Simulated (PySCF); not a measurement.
A PySCF script (with the pyscf-properties extension) for the NMR shieldings of C3H13BO2Si, on a GFN2-xTB geometry:

```python
import basis_set_exchange as bse
import numpy as np
from pyscf import gto, dft
from pyscf.prop import nmr

atoms = """
C    -2.597350    0.269380    0.970572
C    -2.507406   -0.454018   -0.368396
O    -1.319824   -1.210460   -0.442296
B    -0.418396   -1.115189   -1.404521
O     2.208742    0.698164   -0.362658
C     1.309878    1.415878    0.417543
Si    3.259991   -0.445694    0.098653
H    -2.506799   -0.445550    1.784361
H    -1.798683    1.002007    1.060337
H    -3.553616    0.779109    1.051406
H    -3.345013   -1.156354   -0.464680
H    -2.558148    0.266061   -1.195620
H    -0.532351   -0.353591   -2.301136
H     0.489011   -1.850654   -1.321428
H     0.648084    0.741918    0.968032
H     0.711209    2.044388   -0.244413
H     1.836148    2.053397    1.134639
H     4.266081    0.113276    1.013084
H     3.804350   -0.795448   -1.200631
H     2.598943   -1.545940    0.804115
"""
names = dict.fromkeys(["C", "O", "B", "Si", "H"], "pcSseg-1")
basis = {el: gto.basis.parse(bse.get_basis(n, elements=[el], fmt="nwchem")) for el, n in names.items()}
mol = gto.M(atom=atoms, basis=basis, charge=0, verbose=0)
mf = dft.RKS(mol, xc="PBE0")
mf.grids.level = 2
mf.grids.alignment = dft.numint.BLKSIZE   # the property module wants whole blocks of grid points
mf.conv_tol = 1e-9
mf.kernel()

calc = nmr.RKS(mf)   # GIAO
C = mf.mo_coeff
Co = C[:, mf.mo_occ > 0]
resp = mf.gen_response(singlet=True, hermi=2)
def vind(x):   # induced exchange potential for any number of trial vectors
    d = np.einsum("pi,xij,qj->xpq", C, 2 * x.reshape(-1, C.shape[1], Co.shape[1]), Co, optimize=True)
    return np.einsum("xpq,pi,qj->xij", resp(d - d.transpose(0, 2, 1)), C, Co, optimize=True).ravel()
mo1, _ = nmr.rhf.solve_mo1(calc, with_cphf=vind)
sigma = calc.kernel(mo1)
for i, s in enumerate(sigma):   # ppm
    print("%2d %-2s %9.2f" % (i, mol.atom_pure_symbol(i), np.trace(s) / 3))
```

Q: What are the results?

A: 
```
 0 C     166.27
 1 C     112.62
 2 O     101.53
 3 B      55.46
 4 O     353.16
 5 C     131.99
 6 Si    384.14
 7 H      29.94
 8 H      30.41
 9 H      30.62
10 H      27.07
11 H      27.48
12 H      26.47
13 H      26.83
14 H      28.20
15 H      27.95
16 H      28.08
17 H      26.90
18 H      26.97
19 H      26.92
```

These numbers come from an equivalent density-fitted implementation of the same equations, which agrees with the script to about 0.01 ppm for H and up to a few tenths of a ppm for heavy atoms, so last digits may differ.

Size and cost of the density-fitted run: 191 basis functions, 2 min wall time (100 s CPU) on 1 thread of an Intel Xeon, shared host; peak memory 0.84 GiB.
